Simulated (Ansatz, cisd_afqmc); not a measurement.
System: Si, charge -1, quartet.

Total energies in aug-cc-pV(D+d)Z, 5 correlated electrons, 5 frozen orbitals. Open shells are spin-unrestricted; no spin-orbit coupling. Correlated methods leave the cores frozen. No relativity. AFQMC is phaseless with a CISD trial state; ± is one standard error, without the phaseless bias. Outlying blocks are dropped, and bars are widened where a walk drifts. Over all cases where full CI ran beside it in this data, AFQMC minus full CI had a median of +0.1 mEh and passed +0.4 mEh in a tenth of the cases. Full CI freezes restricted core orbitals and the other rows unrestricted ones, which leaves a small offset even where coupled cluster is exact.

```
method         program         energy (Eh)  error against FCI (mEh)
----------  ----------  ------------------  -----------------------
HF              Ansatz          -288.88276                    85.17
MP2             Ansatz          -288.94646                    21.47
CCSD            Ansatz          -288.96446                     3.47
CCSD(T)         Ansatz          -288.96699                     0.94
CCSDT(Q)        Ansatz          -288.96788                     0.05
CCSDTQ          Ansatz          -288.96793                     0.00
AFQMC/CISD  cisd_afqmc  -288.9676 ± 0.0001                0.3 ± 0.1
FCI             Ansatz          -288.96793                     0.00
```

Ansatz is a first-principles code.
